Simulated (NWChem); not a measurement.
Species: PbN$_{2}$H$_{4}$, singlet; SMILES [NH2][Pb][NH2]

```xyz
7

Pb     0.0000     0.0000     0.2788
N     -1.5518     0.0326    -1.1957
H     -2.5134     0.2629    -0.9644
H     -1.3891     0.1600    -2.1905
N      1.5518    -0.0325    -1.1957
H      1.3891    -0.1601    -2.1905
H      2.5134    -0.2629    -0.9644
```
Atoms are numbered in this order, from 1.

Level: PBE0/def2-SVP with def2 effective core potentials on Pb (NWChem), optimised geometry, unscaled harmonic frequencies. Low-valent species are run as closed-shell singlets; no triplet was tried in these runs. def2 effective core potentials on Pb; no spin-orbit coupling.

Problem. List the harmonic frequencies with IR intensities, and the thermochemistry.

Solution. 
```
frequency (cm⁻¹)  IR intensity (km/mol)
----------------  ---------------------
164                                 2.7
185                                 1.6
229                               417.4
306                                 9.0
389                                10.3
536                                90.5
546                                52.6
572                                 8.8
674                                40.6
1493                               10.8
1511                                1.8
3574                                2.9
3577                               10.6
3694                               11.2
3695                               10.7
```

The zero-point energy is 30.2 kcal/mol and the thermal correction to the enthalpy at 298.15 K (with zero-point energy) is 34.6 kcal/mol. The heat capacity Cv is 19.1 cal/(mol K). The entropy at 298.15 K and 1 atm (symmetry number 2) is 77.1 cal/(mol K).

Rigid rotor and harmonic oscillator.
